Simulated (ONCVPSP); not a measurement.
# Plane-wave convergence, ONCV potential for Ta

tantalum, optimised norm-conserving Vanderbilt (ONCV), made with ONCVPSP 4.0.1 (PBE, scalar-relativistic). Core [Xe] 4f14, reference 5d3.5 6s1.5. Waves: 6s: rc 2.90 bohr, ncon 4, nbas 7, qcut 1.9 1/bohr, 2 projectors, debl 0.4 Ha; p scattering state at 0.29 Ha: rc 2.55 bohr, ncon 4, nbas 8, qcut 3.9 1/bohr, 2 projectors, debl 0.4 Ha; 5d: rc 2.50 bohr, ncon 4, nbas 8, qcut 6.5 1/bohr, 2 projectors, debl 3.8 Ha. Local part: polynomial inside 1.85 bohr (lpopt 5, dvloc0 3 Ha). Core correction: none.

**Question.** For each optimised wave give the share of its norm inside rc, the residual kinetic energy above qcut (Ha) and the cutoffs (Ha) for errors of 10, 1, 0.1 and 0.01 mHa per electron.

**Answer.**

| wave | norm inside rc | residual KE | 10 mHa | 1 mHa | 0.1 mHa | 0.01 mHa |
| --- | --- | --- | --- | --- | --- | --- |
| 6s | 0.399 | 7.1e-03 | 1.6 | 7.8 | 13.2 | 16.1 |
| s projector 2 | 0.184 | 9.5e-03 | 1.7 | 5.0 | 11.9 | 20.2 |
| p projector 1 | 0.099 | 2.3e-04 | 1.1 | 5.7 | 16.2 | 31.4 |
| p projector 2 | 0.193 | 2.1e-04 | 2.6 | 3.8 | 25.4 | 42.4 |
| 5d | 0.656 | 3.5e-08 | 9.2 | 12.4 | 15.1 | 17.1 |
| d projector 2 | 0.193 | 1.5e-07 | 12.7 | 15.6 | 17.6 | 18.9 |

The occupied waves need 12 Ha and 15 Ha for 1 and 0.1 mHa. Note: ghosts flagged at negative energy: p at -35.4 eV; GHOST(+) flagged for s at 34.1 eV. A true bound ghost makes a file unfit for plane-wave use.
